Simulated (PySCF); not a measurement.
PySCF job for GeH5Si, SMILES [SiH3][GeH2], multiplicity 2, TDA-M06-2X/def2-SVPD. Geometry optimised at PBE-D3(BJ)/def2-TZVP. The isomer is the one that the SMILES or the coordinates give; other isomers of the formula were not compared.

```python
import numpy as np
from pyscf import gto, scf, dft, tdscf

mol = gto.M(
    atom='''
    Si   -1.58219730   -0.01768013    0.00000000
    Ge    0.79785476    0.04490464    0.00000000
    H    -2.08301875    0.68894460    1.21834906
    H    -2.08301874    0.68894459   -1.21834908
    H    -2.12401988   -1.41580723    0.00000001
    H     1.45473366   -0.57575432    1.26458307
    H     1.45473366   -0.57575432   -1.26458306
    ''',
    basis='def2-SVPD',
    charge=0,
    spin=1,
    max_memory=1600,
    verbose=4,
)
mf = dft.UKS(mol, xc='m06-2x').density_fit(auxbasis='def2-universal-jkfit')
mf.grids.level = 4
mf.conv_tol = 1e-9
mf.max_cycle = 100
mf.kernel()
fine, coarse = mf.grids, dft.Grids(mol).set(level=1).build(with_non0tab=True)
for _ in range(3):  # follow internal instabilities
    mf.grids = coarse
    mo, _, stable, _ = mf.stability(return_status=True, nroots=4)
    mf.grids = fine
    if stable:
        break
    mf.kernel(mf.make_rdm1(mo, mf.mo_occ))
mf.grids = dft.Grids(mol).set(level=2).build(with_non0tab=True)  # coarser grid for the response kernel
td = tdscf.TDA(mf)
td.nstates = 10
td.conv_tol = 1e-4
td.positive_eig_threshold = 1e-6
td.kernel(x0=td.get_init_guess(mf, 15))
td.analyze()
```

It prints:

```
PySCF version 2.14.0

[INPUT] verbose = 4
[INPUT] num. atoms = 7
[INPUT] num. electrons = 51
[INPUT] charge = 0
[INPUT] spin (= nelec alpha-beta = 2S) = 1
[INPUT] symmetry False subgroup None
[INPUT] Mole.unit = angstrom
[INPUT] Symbol           X                Y                Z      unit          X                Y                Z       unit  Magmom
[INPUT]  1 Si    -1.582197300000  -0.017680130000   0.000000000000 AA   -2.989919572026  -0.033410603547   0.000000000000 Bohr   0.0
[INPUT]  2 Ge     0.797854760000   0.044904640000   0.000000000000 AA    1.507726983581   0.084857471322   0.000000000000 Bohr   0.0
[INPUT]  3 H     -2.083018750000   0.688944600000   1.218349060000 AA   -3.936334949834   1.301916608998   2.302346047521 Bohr   0.0
[INPUT]  4 H     -2.083018740000   0.688944590000  -1.218349080000 AA   -3.936334930937   1.301916590101  -2.302346085316 Bohr   0.0
[INPUT]  5 H     -2.124019880000  -1.415807230000   0.000000010000 AA   -4.013815856332  -2.675487909879   0.000000018897 Bohr   0.0
[INPUT]  6 H      1.454733660000  -0.575754320000   1.264583070000 AA    2.749048201586  -1.088017979835   2.389715664062 Bohr   0.0
[INPUT]  7 H      1.454733660000  -0.575754320000  -1.264583060000 AA    2.749048201586  -1.088017979835  -2.389715645164 Bohr   0.0

nuclear repulsion = 158.0953859464
number of shells = 44
number of NR pGTOs = 172
number of NR cGTOs = 102
basis = def2-SVPD
ecp = {}


******** <class 'pyscf.df.df_jk.DFUKS'> ********
method = DFUKS
initial guess = minao
damping factor = 0
level_shift factor = 0
DIIS = <class 'pyscf.scf.diis.CDIIS'>
diis_start_cycle = 1
diis_space = 8
diis_damp = 0
SCF conv_tol = 1e-09
SCF conv_tol_grad = None
SCF max_cycles = 100
direct_scf = False
number electrons alpha = 26  beta = 25
XC library pyscf.dft.libxc version 7.1.2
    S. Lehtola, C. Steigemann, M. J. T. Oliveira, and M. A. L. Marques,  SoftwareX 7, 1–5 (2018)
XC functionals = m06-2x
    Y. Zhao and D. G. Truhlar,  Theor. Chem. Acc. 120, 215 (2008)
    Y. Zhao and D. G. Truhlar,  Theor. Chem. Acc. 120, 215 (2008)
radial grids:
    Treutler-Ahlrichs [JCP 102, 346 (1995); DOI:10.1063/1.469408] (M4) radial grids

becke partition: Becke, JCP 88, 2547 (1988); DOI:10.1063/1.454033
pruning grids: <function nwchem_prune>
grids dens level: 4
symmetrized grids: False
atomic radii adjust function: <function treutler_atomic_radii_adjust>
small_rho_cutoff = 0
Set gradient conv threshold to 3.16228e-05
tot grids = 137648
******** <class 'pyscf.df.df.DF'> ********
auxbasis = def2-universal-jkfit
init E= -2368.20643508134
  alpha nocc = 26  HOMO = -0.160965264877788  LUMO = -0.000196273988402051
  beta  nocc = 25  HOMO = -0.31281496835189  LUMO = -0.160965264877786

WARN: HOMO -0.160965264877788 >= LUMO -0.160965264877786

cycle= 1 E= -2369.06231683541  delta_E= -0.856  |g|= 0.128  |ddm|= 1.76
  alpha nocc = 26  HOMO = -0.271803948134929  LUMO = 0.004031122964125
  beta  nocc = 25  HOMO = -0.362757624746716  LUMO = -0.105735160545473
  HOMO = -0.271803948135  LUMO = -0.105735160545  gap/eV = 4.51896
cycle= 2 E= -2369.07228532769  delta_E= -0.00997  |g|= 0.0954  |ddm|= 0.323
  alpha nocc = 26  HOMO = -0.257919472378808  LUMO = 0.00980999215569378
  beta  nocc = 25  HOMO = -0.346371074290683  LUMO = -0.0931418375311308
  HOMO = -0.257919472379  LUMO = -0.0931418375311  gap/eV = 4.48383
cycle= 3 E= -2369.07491455995  delta_E= -0.00263  |g|= 0.0166  |ddm|= 0.101
  alpha nocc = 26  HOMO = -0.257051650914753  LUMO = 0.0108390513472205
  beta  nocc = 25  HOMO = -0.343297775430076  LUMO = -0.0917112173716452
  HOMO = -0.257051650915  LUMO = -0.0917112173716  gap/eV = 4.49914
cycle= 4 E= -2369.07517472008  delta_E= -0.00026  |g|= 0.00483  |ddm|= 0.0527
  alpha nocc = 26  HOMO = -0.259269882434549  LUMO = 0.0100577492314051
  beta  nocc = 25  HOMO = -0.345668068173961  LUMO = -0.0937104017329746
  HOMO = -0.259269882435  LUMO = -0.093710401733  gap/eV = 4.50510
cycle= 5 E= -2369.07520797558  delta_E= -3.33e-05  |g|= 0.00164  |ddm|= 0.0165
  alpha nocc = 26  HOMO = -0.259458336329923  LUMO = 0.0100883750901795
  beta  nocc = 25  HOMO = -0.345456545107195  LUMO = -0.0940872940409303
  HOMO = -0.25945833633  LUMO = -0.0940872940409  gap/eV = 4.49998
cycle= 6 E= -2369.07521321293  delta_E= -5.24e-06  |g|= 0.000653  |ddm|= 0.00594
  alpha nocc = 26  HOMO = -0.25937801549341  LUMO = 0.0101202243447811
  beta  nocc = 25  HOMO = -0.34547582902269  LUMO = -0.0939676660666429
  HOMO = -0.259378015493  LUMO = -0.0939676660666  gap/eV = 4.50104
cycle= 7 E= -2369.07521413809  delta_E= -9.25e-07  |g|= 0.000197  |ddm|= 0.00273
  alpha nocc = 26  HOMO = -0.259431367934286  LUMO = 0.0101057849808441
  beta  nocc = 25  HOMO = -0.345476981151418  LUMO = -0.0940324147289653
  HOMO = -0.259431367934  LUMO = -0.094032414729  gap/eV = 4.50073
cycle= 8 E= -2369.07521424277  delta_E= -1.05e-07  |g|= 4.99e-05  |ddm|= 0.00114
  alpha nocc = 26  HOMO = -0.259417184638188  LUMO = 0.010098949292952
  beta  nocc = 25  HOMO = -0.345472970210731  LUMO = -0.0940252135032575
  HOMO = -0.259417184638  LUMO = -0.0940252135033  gap/eV = 4.50054
cycle= 9 E= -2369.07521424773  delta_E= -4.96e-09  |g|= 1.56e-05  |ddm|= 0.000201
  alpha nocc = 26  HOMO = -0.259418155487379  LUMO = 0.010093609029032
  beta  nocc = 25  HOMO = -0.345475049675109  LUMO = -0.09402812398177
  HOMO = -0.259418155487  LUMO = -0.0940281239818  gap/eV = 4.50049
cycle= 10 E= -2369.07521424832  delta_E= -5.84e-10  |g|= 4.91e-06  |ddm|= 8.77e-05
  alpha nocc = 26  HOMO = -0.259417698371612  LUMO = 0.0100930712860285
  beta  nocc = 25  HOMO = -0.345475048013437  LUMO = -0.0940260987562564
  HOMO = -0.259417698372  LUMO = -0.0940260987563  gap/eV = 4.50053
Extra cycle  E= -2369.07521424839  delta_E= -7.28e-11  |g|= 2.44e-06  |ddm|= 3.04e-05
converged SCF energy = -2369.07521424839  <S^2> = 0.75430737  2S+1 = 2.0043027
tot grids = 26192
uhf_internal: lowest eigs of H = [0.27585541 0.34476967 0.35070323 0.36283909]
<class 'pyscf.df.df_jk.DFUKS'> wavefunction is stable in the internal stability analysis
tot grids = 51824
Overwritten attributes  positive_eig_threshold  of <class 'pyscf.tdscf.uks.TDA'>


******** <class 'pyscf.tdscf.uks.TDA'> for <class 'pyscf.df.df_jk.DFUKS'> ********
nstates = 10
deg_eia_thresh = 1.000e-03
wfnsym = None
conv_tol = 0.0001
eigh lindep = 1e-12
eigh level_shift = 0
eigh max_cycle = 100


Excitation energies (eV)
[3.66196598 4.68490585 4.82709495 4.89725042 5.2860024  5.89222415
 6.0822137  6.15910121 6.16745352 6.19971336]

** Excitation energies and oscillator strengths **
Excited State   1:      3.66197 eV    338.57 nm  f=0.0078
      25b ->   26b     -0.97791
Excited State   2:      4.68491 eV    264.65 nm  f=0.0025
      26a ->   29a     -0.28853
      22b ->   26b     -0.25539
      24b ->   26b      0.89978
Excited State   3:      4.82709 eV    256.85 nm  f=0.0176
      26a ->   27a     -0.91708
      26a ->   28a      0.29582
      26a ->   34a      0.13979
Excited State   4:      4.89725 eV    253.17 nm  f=0.0027
      26a ->   29a      0.92674
      26a ->   31a     -0.17922
      24b ->   26b      0.29937
Excited State   5:      5.28600 eV    234.55 nm  f=0.0412
      26a ->   27a     -0.27196
      26a ->   28a     -0.86107
      26a ->   30a     -0.14989
      26a ->   32a      0.24658
      26a ->   34a      0.26275
Excited State   6:      5.89222 eV    210.42 nm  f=0.0922
      26a ->   28a      0.23255
      26a ->   30a     -0.88352
      26a ->   32a      0.21234
      23b ->   26b     -0.26901
Excited State   7:      6.08221 eV    203.85 nm  f=0.0720
      26a ->   28a      0.22026
      26a ->   30a      0.11579
      26a ->   32a      0.80829
      26a ->   33a     -0.10950
      26a ->   36a      0.10441
      23b ->   26b      0.47174
Excited State   8:      6.15910 eV    201.30 nm  f=0.0292
      26a ->   30a      0.35355
      26a ->   32a      0.40353
      23b ->   26b     -0.80284
Excited State   9:      6.16745 eV    201.03 nm  f=0.0350
      26a ->   29a      0.19913
      26a ->   31a      0.92992
      25b ->   29b      0.21383
Excited State  10:      6.19971 eV    199.98 nm  f=0.0002
      26a ->   31a      0.10808
      22b ->   26b      0.94086
      24b ->   26b      0.25943

** Transition electric dipole moments (AU) **
state          X           Y           Z        Dip. S.      Osc.
  1        -0.2851     -0.0727     -0.0000      0.0866      0.0078
  2        -0.0000     -0.0000      0.1473      0.0217      0.0025
  3        -0.2773     -0.2681      0.0000      0.1488      0.0176
  4        -0.0000      0.0000     -0.1514      0.0229      0.0027
  5        -0.4752      0.3036     -0.0000      0.3180      0.0412
  6        -0.6734     -0.4308     -0.0000      0.6390      0.0922
  7        -0.2721     -0.6397     -0.0000      0.4833      0.0720
  8         0.4393     -0.0154     -0.0000      0.1933      0.0292
  9         0.0000     -0.0000      0.4813      0.2317      0.0350
 10         0.0000      0.0000      0.0376      0.0014      0.0002

** Transition velocity dipole moments (imaginary part, AU) **
state          X           Y           Z        Dip. S.      Osc.
  1        -0.0300      0.0230     -0.0000      0.0014      0.0071
  2        -0.0000     -0.0000      0.0164      0.0003      0.0010
  3        -0.0572     -0.0992     -0.0000      0.0131      0.0493
  4         0.0000      0.0000     -0.0182      0.0003      0.0012
  5        -0.0623      0.0496     -0.0000      0.0063      0.0218
  6        -0.1004     -0.0588     -0.0000      0.0135      0.0417
  7        -0.0407     -0.1013     -0.0000      0.0119      0.0355
  8         0.0628     -0.0128     -0.0000      0.0041      0.0121
  9         0.0000     -0.0000      0.0671      0.0045      0.0132
 10         0.0000      0.0000      0.0158      0.0003      0.0007

** Transition magnetic dipole moments (imaginary part, AU) **
state          X           Y           Z
  1         0.0000     -0.0000     -0.6923
  2        -0.8107      0.3132     -0.0000
  3         0.0000      0.0000      0.3147
  4         0.1040      0.0433     -0.0000
  5         0.0000     -0.0000     -0.6213
  6        -0.0000     -0.0000     -0.0936
  7         0.0000     -0.0000      0.3764
  8        -0.0000     -0.0000      0.1343
  9        -0.5014      0.6726      0.0000
 10         0.2507      0.1119     -0.0000
```

The run converged.

Cost: about 4 core-minutes (a rough figure).
